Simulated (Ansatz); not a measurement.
`C[SiH2][AsH]O` + H₂O → `O[AsH]O` + `C[SiH3]`  (formal hydrolysis of the As–Si bond)

Isolated molecules relaxed with PBE0-D4/def2-TZVP in Ansatz; ΔE leaves out vibrations. CCSD(T)/CBS adds triple-zeta CCSD(T) − MP2 to the extrapolated MP2 energy (def2 sets, frozen cores). This one scheme is used for every species. Functionals use def2-TZVPP. For As outer-core shells are correlated without core-valence functions, which leaves a few kJ/mol of doubt a bond. Scalar relativity is left out up to krypton. Each species was taken in one conformer, which may not be the lowest.

| level | ΔE (kcal/mol) |
| --- | --- |
| PBE-D4 | 4.4 |
| PBE0 | 4.1 |

Problem. What does CCSD(T)/CBS give? (Best estimate.)

Solution. The calculation gave: +4.2 kcal/mol. The listed levels differ from it by 0.2, -0.1 kcal/mol.

Largest T1 diagnostic among the species: 0.013.

From PBE to PBE0 (25 % exact exchange), in def2-TZVPP and without D4, ΔE moves by +1.1 kcal/mol. In def2-TZVPP, CCSD(T) changes the Hartree–Fock value by +3.4 kcal/mol (the triples alone add +0.1 kcal/mol) and MP2 by +3.6 kcal/mol. The D4 term adds +2.2 kcal/mol with B3LYP and +1.3 kcal/mol with PBE0; it sums over pairs of atoms, weighted by their polarisabilities, and B3LYP, whose exchange is more repulsive, gets the larger term.

B3LYP here is the variant with VWN-RPA as its local correlation; programs differ in this.
